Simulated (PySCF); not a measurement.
H3InOS2. Atoms are numbered in the order given.

```xyz
7

In     0.2293    -0.0049     0.0000
O      2.2342    -0.0171     0.0000
H      2.6121     0.8737     0.0000
S     -1.0341     2.0650     0.0000
H      0.0807     2.8345     0.0000
S     -0.8243    -2.1710     0.0000
H     -2.0686    -1.6356     0.0000
```

Coordinates come from a B3LYP-D3(BJ)/def2-SVP optimisation. The def2 effective core potentials stand for the cores of In; spin–orbit coupling is left out. Other conformers were not sampled.

These are PySCF with IEF-PCM-B3LYP/def2-SVP values and carry that method's errors.

The values are the electrostatic part of the solvation free energy, E(continuum) − E(gas) at the gas-phase geometry, in a cavity of scaled van der Waals radii (PySCF's table); cavitation and dispersion terms are not included. A continuum can't describe solvent molecules that bind to the metal. In vacuum the orbital gap is 5.06 eV. The dipole moment in vacuum is 2.02 D.

```csv
solvent,ε,ΔG(elec) (kcal/mol),dipole (D),gap (eV)
water,78.36,-10.1,2.75,5.21
dichloromethane,8.93,?,?,?
toluene,2.37,-4.4,2.31,5.13
```

**Question.** Complete the blanks. (An estimate is asked for; the answer gives what the named calculation found.)

**Answer.** 
- dichloromethane, ΔG(elec) (kcal/mol): -8.4
- dichloromethane, dipole (D): 2.61
- dichloromethane, gap (eV): 5.19
